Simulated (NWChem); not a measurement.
Species: C2H4BF2N; SMILES N(/B(F)F)=C\C

```xyz
10

C     -0.7312    -2.2394     0.0000
C      0.5866    -1.5089     0.0000
N      0.7587    -0.2626     0.0000
B      0.0935     0.9710     0.0000
F     -0.1786     1.6089     1.1404
F     -0.1786     1.6089    -1.1404
H     -1.5754    -1.5445     0.0000
H     -0.7976    -2.8916    -0.8806
H     -0.7976    -2.8916     0.8806
H      1.4740    -2.1590     0.0000
```
Atoms are numbered in this order, from 1.

Computed with NWChem. Medium grid unless said otherwise, to which SCAN and Minnesota functionals are sensitive. Geometry: optimised at B3LYP/6-31G* (spherical d). B3LYP is NWChem's, with the RPA form of VWN correlation. Total energies of different functionals are on different scales.

```tsv
level	energy (Ha)	highest occupied level (eV)	orbital gap (eV)	dipole (D)
PBE/def2-SVP	-357.3770	-6.15	4.20	3.36
B3LYP/def2-SVP	-357.7812	-7.37	6.30	3.50
M06-2X/def2-SVP	-357.6383	-9.00	9.20	3.60
PBE0/def2-SVP	-357.3939	-7.64	6.77	3.57
PW6B95/def2-SVP	-358.1853	-7.77	6.98	3.56
BLYP/def2-SVP	-357.6915	[?]	[?]	[?]
```

Problem. Some entries are withheld; supply them.

Solution. 
- BLYP/def2-SVP, highest occupied level (eV): -6.00
- BLYP/def2-SVP, orbital gap (eV): 4.24
- BLYP/def2-SVP, dipole (D): 3.31
